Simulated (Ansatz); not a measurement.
Job for Ansatz (a first-principles code): U-CCSD(T)/cc-pVTZ on HO3 (SMILES [O]OO).

Ansatz 0.2 input:
```yaml
crystal:
  periodic: [false, false, false]
  atoms:
    - {symbol: O, position_ang: [0.03900209, 0.01172916, -0.84491287]}
    - {symbol: O, position_ang: [0.05210714, 0.01565776, 0.70146986]}
    - {symbol: H, position_ang: [0.95946027, 0.28788298, -0.99493204]}
    - {symbol: O, position_ang: [-1.05056949, -0.31516990, 1.13827504]}
basis:
  gaussian:
    orbitals: cc-pVTZ
magnetization: {spin_polarized: true, initial_magnetization: 1}
correlation: {method: ccsd_t, electrons: outside_noble_gas}
scf: {omitted_lower_state_checks: [cluster_reference]}
```

### Question
Give the final energy of this run.

### Answer
-225.7669 hartree (reference determinant -225.0302, T1 diagnostic 0.057). Its determinant has ⟨S²⟩ = 1.14, a mixture of spin states.

### Question
How many basis functions does it have, and what does it roughly cost on one machine?

### Answer
104 functions; roughly 22 core-seconds.
